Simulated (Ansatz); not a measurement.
All numbers were calculated with Ansatz.

A structure relaxed at PBE0-D4/def2-TZVP, charge 0, multiplicity 1:

```xyz
5

O    -0.2167   -1.2991   -1.0911
Nb   -0.0102   -0.0761    0.0399
F    -1.5264   -0.0367    1.1044
F     1.5024   -0.4803    1.0310
Cl    0.2508    1.8922   -1.0842
```

Give its formula and SMILES.

ClF2NbO, `[O]=[Nb]([F])([F])[Cl]`.

Point group (tolerance 0.08 Å, 0.16 Å for H)?

Cs.

Summarise the bond lengths by kind.

1 × Nb–O 1.679 Å; 2 × F–Nb 1.853 Å; 1 × Cl–Nb 2.282 Å.
